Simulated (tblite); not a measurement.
Species: C₆H₉NSi.
Numbering: `[CH:1]#[C:2][SiH2:3]/[N:4]=[CH:5]/[CH:6]=[CH:7]\[CH3:8]` (hydrogens: H9 on C1; H10, H11 on Si3; H12 on C5; H13 on C6; H14 on C7; H15, H16, H17 on C8)

Computed with GFN2-xTB (tblite), gas phase: Langevin dynamics at 200 K from the optimised GFN2-xTB geometry, time step 0.5 fs, friction 0.01 fs⁻¹, 2000 steps. The instantaneous temperature is 2·E(kin)/(3Nk) with all 3N coordinates.

```json
{"t (fs)": "0", "T (K)": "173", "E(pot) above start (eV)": "0.000", "C1≡C2 (Å)": "1.201", "C2–Si3 (Å)": "1.852", "Si3–N4 (Å)": "1.714", "N4=C5 (Å)": "1.261", "C5–C6 (Å)": "1.448", "C1–H9 (Å)": "1.053", "C2–Si3–N4–C5 (°)": "-121"}
{"t (fs)": "50", "T (K)": "176", "E(pot) above start (eV)": "0.255", "C1≡C2 (Å)": "1.209", "C2–Si3 (Å)": "1.836", "Si3–N4 (Å)": "1.742", "N4=C5 (Å)": "1.277", "C5–C6 (Å)": "1.445", "C1–H9 (Å)": "1.056", "C2–Si3–N4–C5 (°)": "-119"}
{"t (fs)": "100", "T (K)": "129", "E(pot) above start (eV)": "0.325", "C1≡C2 (Å)": "1.203", "C2–Si3 (Å)": "1.854", "Si3–N4 (Å)": "1.717", "N4=C5 (Å)": "1.254", "C5–C6 (Å)": "1.465", "C1–H9 (Å)": "1.048", "C2–Si3–N4–C5 (°)": "-118"}
{"t (fs)": "150", "T (K)": "237", "E(pot) above start (eV)": "0.282", "C1≡C2 (Å)": "1.199", "C2–Si3 (Å)": "1.848", "Si3–N4 (Å)": "1.755", "N4=C5 (Å)": "1.282", "C5–C6 (Å)": "1.450", "C1–H9 (Å)": "1.068", "C2–Si3–N4–C5 (°)": "-132"}
{"t (fs)": "200", "T (K)": "189", "E(pot) above start (eV)": "0.406", "C1≡C2 (Å)": "1.195", "C2–Si3 (Å)": "1.809", "Si3–N4 (Å)": "1.770", "N4=C5 (Å)": "1.268", "C5–C6 (Å)": "1.486", "C1–H9 (Å)": "1.073", "C2–Si3–N4–C5 (°)": "-122"}
{"t (fs)": "250", "T (K)": "179", "E(pot) above start (eV)": "0.537", "C1≡C2 (Å)": "1.194", "C2–Si3 (Å)": "1.800", "Si3–N4 (Å)": "1.767", "N4=C5 (Å)": "1.269", "C5–C6 (Å)": "1.451", "C1–H9 (Å)": "1.088", "C2–Si3–N4–C5 (°)": "-82"}
{"t (fs)": "300", "T (K)": "164", "E(pot) above start (eV)": "0.489", "C1≡C2 (Å)": "1.212", "C2–Si3 (Å)": "1.852", "Si3–N4 (Å)": "1.730", "N4=C5 (Å)": "1.277", "C5–C6 (Å)": "1.460", "C1–H9 (Å)": "1.073", "C2–Si3–N4–C5 (°)": "-61"}
{"t (fs)": "350", "T (K)": "206", "E(pot) above start (eV)": "0.470", "C1≡C2 (Å)": "1.202", "C2–Si3 (Å)": "1.872", "Si3–N4 (Å)": "1.716", "N4=C5 (Å)": "1.241", "C5–C6 (Å)": "1.457", "C1–H9 (Å)": "1.059", "C2–Si3–N4–C5 (°)": "-75"}
{"t (fs)": "400", "T (K)": "216", "E(pot) above start (eV)": "0.575", "C1≡C2 (Å)": "1.228", "C2–Si3 (Å)": "1.836", "Si3–N4 (Å)": "1.794", "N4=C5 (Å)": "1.299", "C5–C6 (Å)": "1.456", "C1–H9 (Å)": "1.063", "C2–Si3–N4–C5 (°)": "-102"}
{"t (fs)": "450", "T (K)": "214", "E(pot) above start (eV)": "0.500", "C1≡C2 (Å)": "1.205", "C2–Si3 (Å)": "1.857", "Si3–N4 (Å)": "1.728", "N4=C5 (Å)": "1.220", "C5–C6 (Å)": "1.478", "C1–H9 (Å)": "1.038", "C2–Si3–N4–C5 (°)": "-86"}
{"t (fs)": "500", "T (K)": "222", "E(pot) above start (eV)": "0.650", "C1≡C2 (Å)": "1.177", "C2–Si3 (Å)": "1.879", "Si3–N4 (Å)": "1.722", "N4=C5 (Å)": "1.302", "C5–C6 (Å)": "1.449", "C1–H9 (Å)": "1.055", "C2–Si3–N4–C5 (°)": "-71"}
{"t (fs)": "550", "T (K)": "239", "E(pot) above start (eV)": "0.294", "C1≡C2 (Å)": "1.215", "C2–Si3 (Å)": "1.849", "Si3–N4 (Å)": "1.764", "N4=C5 (Å)": "1.252", "C5–C6 (Å)": "1.446", "C1–H9 (Å)": "1.054", "C2–Si3–N4–C5 (°)": "-86"}
{"t (fs)": "600", "T (K)": "168", "E(pot) above start (eV)": "0.477", "C1≡C2 (Å)": "1.207", "C2–Si3 (Å)": "1.780", "Si3–N4 (Å)": "1.756", "N4=C5 (Å)": "1.275", "C5–C6 (Å)": "1.473", "C1–H9 (Å)": "1.067", "C2–Si3–N4–C5 (°)": "-76"}
{"t (fs)": "650", "T (K)": "185", "E(pot) above start (eV)": "0.372", "C1≡C2 (Å)": "1.193", "C2–Si3 (Å)": "1.808", "Si3–N4 (Å)": "1.690", "N4=C5 (Å)": "1.263", "C5–C6 (Å)": "1.399", "C1–H9 (Å)": "1.062", "C2–Si3–N4–C5 (°)": "-78"}
{"t (fs)": "700", "T (K)": "197", "E(pot) above start (eV)": "0.394", "C1≡C2 (Å)": "1.188", "C2–Si3 (Å)": "1.824", "Si3–N4 (Å)": "1.714", "N4=C5 (Å)": "1.252", "C5–C6 (Å)": "1.464", "C1–H9 (Å)": "1.049", "C2–Si3–N4–C5 (°)": "-110"}
{"t (fs)": "750", "T (K)": "178", "E(pot) above start (eV)": "0.570", "C1≡C2 (Å)": "1.197", "C2–Si3 (Å)": "1.802", "Si3–N4 (Å)": "1.695", "N4=C5 (Å)": "1.285", "C5–C6 (Å)": "1.474", "C1–H9 (Å)": "1.057", "C2–Si3–N4–C5 (°)": "-141"}
{"t (fs)": "800", "T (K)": "237", "E(pot) above start (eV)": "0.505", "C1≡C2 (Å)": "1.200", "C2–Si3 (Å)": "1.814", "Si3–N4 (Å)": "1.741", "N4=C5 (Å)": "1.257", "C5–C6 (Å)": "1.449", "C1–H9 (Å)": "1.083", "C2–Si3–N4–C5 (°)": "-156"}
{"t (fs)": "850", "T (K)": "297", "E(pot) above start (eV)": "0.330", "C1≡C2 (Å)": "1.207", "C2–Si3 (Å)": "1.823", "Si3–N4 (Å)": "1.711", "N4=C5 (Å)": "1.291", "C5–C6 (Å)": "1.434", "C1–H9 (Å)": "1.097", "C2–Si3–N4–C5 (°)": "-136"}
{"t (fs)": "900", "T (K)": "213", "E(pot) above start (eV)": "0.546", "C1≡C2 (Å)": "1.193", "C2–Si3 (Å)": "1.845", "Si3–N4 (Å)": "1.754", "N4=C5 (Å)": "1.233", "C5–C6 (Å)": "1.467", "C1–H9 (Å)": "1.074", "C2–Si3–N4–C5 (°)": "-106"}
{"t (fs)": "950", "T (K)": "204", "E(pot) above start (eV)": "0.420", "C1≡C2 (Å)": "1.194", "C2–Si3 (Å)": "1.860", "Si3–N4 (Å)": "1.707", "N4=C5 (Å)": "1.289", "C5–C6 (Å)": "1.439", "C1–H9 (Å)": "1.062", "C2–Si3–N4–C5 (°)": "-105"}
{"t (fs)": "1000", "T (K)": "188", "E(pot) above start (eV)": "0.481", "C1≡C2 (Å)": "1.205", "C2–Si3 (Å)": "1.828", "Si3–N4 (Å)": "1.750", "N4=C5 (Å)": "1.246", "C5–C6 (Å)": "1.443", "C1–H9 (Å)": "1.081", "C2–Si3–N4–C5 (°)": "-121"}
```

**Question.** From 500 fs on, how do temperature and potential energy compare with equipartition?

**Answer.** The mean temperature of these 11 frames is 212 K against the target 200 K, and the mean potential energy 0.46 eV against 45 × kT/2 = 0.39 eV for 45 classical harmonic modes. For 17 atoms in a canonical ensemble the temperature itself scatters by T·√(2/(3N)) = 40 K; here its standard deviation is 35 K. The whole run lasts only 10 friction times of 100 fs, so these averages carry a wide statistical error.

**Question.** What are the kinetic and total energies of the listed frame with the highest potential energy?

**Answer.** The one at 500 fs, 0.650 eV above the start. Its kinetic energy is 3NkT/2 = 0.489 eV at 222 K, so the sum is 1.14 eV; over the listed frames the sum runs from 0.38 to 1.14 eV, since the thermostat adds and removes energy.

**Question.** How much do the listed bonds fluctuate from 500 fs on?

**Answer.** 
| bond | at the start (Å) | mean (Å) | standard deviation (Å) |
| --- | --- | --- | --- |
| C1≡C2 | 1.201 | 1.198 | 0.010 |
| C2–Si3 | 1.852 | 1.828 | 0.027 |
| Si3–N4 | 1.714 | 1.728 | 0.025 |
| N4=C5 | 1.261 | 1.268 | 0.021 |
| C5–C6 | 1.448 | 1.449 | 0.021 |
| C1–H9 | 1.053 | 1.067 | 0.014 |

The motion is classical and holds no zero-point motion.

The cost below is that of the whole dynamics run. Hardware: one thread of an Intel Xeon Platinum 8375C at 2.90 GHz, shared host with 128 logical CPUs at a one-minute load of 44. Cost: 17 s, 0.18 GiB resident at most.
